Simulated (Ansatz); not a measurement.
An input meant for Al(AsH3)H3 (AlAsH6) (charge 0, singlet; atoms displaced at random, 0.15 Å in each coordinate).

```yaml
crystal:
  periodic: [false, false, false]
  atoms:
    - {symbol: Al, position_ang: [0.116627, 0.075177, -1.399537]}
    - {symbol: As, position_ang: [-0.158044, -0.072363, 1.064666]}
    - {symbol: H, position_ang: [0.650951, 1.251655, 1.593088]}
    - {symbol: H, position_ang: [0.710348, -1.162826, 1.918973]}
    - {symbol: H, position_ang: [-1.052819, -0.149324, 1.754208]}
    - {symbol: H, position_ang: [1.595632, 0.075833, -1.876769]}
    - {symbol: H, position_ang: [-0.721802, 1.169178, -1.501151]}
    - {symbol: H, position_ang: [-1.072646, -1.024278, -1.558470]}
basis:
  gaussian: {orbitals: def2-TZVP, final_grid: {core_spheres: 1, valence_spheres: 1, degree: 3}}
hamiltonian: {xc: {name: r2SCAN}}
scf: {omitted_lower_state_checks: [starts]}
output: {forces: true}
```

```sh
$ ansatz run in.yaml --threads 4 --pin off --events-out ev --progress --plain --max-ram 3916MiB
```

Shortened log:

```
Functional definition: r2SCAN
896 factors; their error is unknown
mean field evaluation 1: about -67529.1407 eV, gradient 2.1e1 eV
mean field evaluation 2: about -67529.6639 eV, gradient 1.6e1 eV
mean field evaluation 4: about -67530.6041 eV, gradient 5.0e-1 eV
mean field evaluation 8: about -67554.9331 eV, gradient 1.7e2 eV
mean field evaluation 16: about -67714.9807 eV, gradient 9.8e1 eV
mean field evaluation 32: about -67732.8125 eV, gradient 4.7e-1 eV
a density is far from that of the atoms, so the factors are made again for it
1084 factors; integrals over basis functions are off by at most 4.6e-4 eV
mean field evaluation 64: about -67732.7804 eV, gradient 1.7e-1 eV
mean field -67732.81026988 eV, -2489.1348664702 hartree, gradient 2.6e-6 eV, S^2 0.000000; 0 other end points of the search recorded, 0 dependent functions left out
reference -67732.81038010 eV, -2489.1348705208 hartree; 26, 26 occupied and 95, 95 virtual orbitals, 1084 factors
Total energy: -67732.81038010 eV, -2489.1348705208 hartree
Atom 0 at     0.116627     0.075177    -1.399537 Å, force    -9.627574    -6.230637     2.334266 eV/Å
Atom 1 at    -0.158044    -0.072363     1.064666 Å, force    29.798994    16.442471     5.327477 eV/Å
Atom 2 at     0.650951     1.251655     1.593088 Å, force    -8.470704   -12.503272   -10.247384 eV/Å
Atom 3 at     0.710348    -1.162826     1.918973 Å, force   -10.658117     8.937891   -11.843276 eV/Å
Atom 4 at    -1.052819    -0.149324     1.754208 Å, force   -11.411784    -9.248984     8.906726 eV/Å
Atom 5 at     1.595632     0.075833    -1.876769 Å, force     0.093718     2.684614     2.054470 eV/Å
Atom 6 at    -0.721802     1.169178    -1.501151 Å, force     8.106578    -3.178720     2.795514 eV/Å
Atom 7 at    -1.072646    -1.024278    -1.558470 Å, force     2.168889     3.096638     0.672208 eV/Å
Dipole moment:     0.447961    -0.422949     0.687689 e Å
Checks for a lower state left out: starts
```

In this input the integration grid is far too coarse. The calculation finished and met its thresholds. The result belongs to that input, not to the species as meant.
